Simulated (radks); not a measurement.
Values are calculated unless marked as measured or tabulated.
The praseodymium ion Pr3+, configuration [Xe] 4f1 5d1 (not the ground configuration). Code: a radial shooting solver on a logarithmic mesh with Libxc functionals. Model: Dirac Kohn-Sham, PBE, spin-unpolarised, spherical densities, point nucleus; open shells are shared between the two j in proportion to 2j + 1.

Normalised radial functions P(r) = r R(r) (large component), r in bohr:

r,5p3/2,4f5/2,4f7/2
0.0008518,0.0004,0.0000,0.0000
0.001136,0.0007,0.0000,0.0000
0.001515,0.0011,0.0000,0.0000
0.002021,0.0020,0.0000,0.0000
0.002696,0.0034,0.0000,0.0000
0.003595,0.0058,0.0000,0.0000
0.004795,0.0098,0.0000,0.0000
0.006396,0.0163,0.0000,0.0000
0.008462,0.0265,0.0000,0.0000
0.01129,0.0428,0.0000,0.0000
0.01505,0.0669,0.0001,0.0001
0.02008,0.1006,0.0002,0.0002
0.02678,0.1430,0.0007,0.0006
0.03572,0.1877,0.0019,0.0018
0.04764,0.2186,0.0051,0.0048
0.06354,0.2080,0.0130,0.0124
0.08474,0.1250,0.0314,0.0303
0.113,-0.0389,0.0711,0.0691
0.1507,-0.2303,0.1485,0.1451
0.2011,-0.3209,0.2821,0.2768
0.2682,-0.1788,0.4794,0.4723
0.3577,0.1715,0.7172,0.7092
0.477,0.4619,0.9318,0.9246
0.6363,0.3637,1.0340,1.0294
0.8419,-0.1295,0.9748,0.9740
1.123,-0.6915,0.7809,0.7836
1.498,-0.9143,0.5308,0.5355
1.997,-0.7183,0.2962,0.3008
2.664,-0.3618,0.1289,0.1320
3.553,-0.1133,0.0408,0.0423
4.739,-0.0196,0.0083,0.0087
6.321,-0.0016,0.0009,0.0010

5p3/2: eigenvalue -49.040 eV, 3 radial nodes at r = 0.107, 0.314, 0.791 bohr, <r> = 1.66 bohr, 90 % of the charge inside 2.39 bohr. 4f5/2: eigenvalue -36.716 eV, 0 radial nodes, <r> = 0.941 bohr, 90 % of the charge inside 1.57 bohr. 4f7/2: eigenvalue -36.270 eV, 0 radial nodes, <r> = 0.948 bohr, 90 % of the charge inside 1.58 bohr.
